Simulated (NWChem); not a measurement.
System: AlH2 cation; SMILES [AlH2+]

NWChem input:

```
start job
memory heap 200 mb stack 900 mb global 1100 mb
charge 1
geometry units angstroms noautoz
  Al     0.000000     0.000000     0.000000
  H      0.000000     0.000000    -1.553635
  H      0.000000     0.000000     1.553635
end
basis spherical
  Al library cc-pvtz
  H library cc-pvtz
end
dft
  xc xpbe96 cpbe96
  iterations 150
  mulliken
end
task dft energy
```

Geometry: optimised at PBE0-D3(BJ)/def2-TZVP.

Question: What results follow from this input? (PBE/cc-pVTZ.) Quantities: basis functions; energy (Ha); highest occupied level (eV); orbital gap (eV).

Answer: 
* **number of basis functions**: 62
* **energy (Ha)**: -243.16
* **highest occupied level (eV)**: -14.91
* **orbital gap (eV)**: 5.91
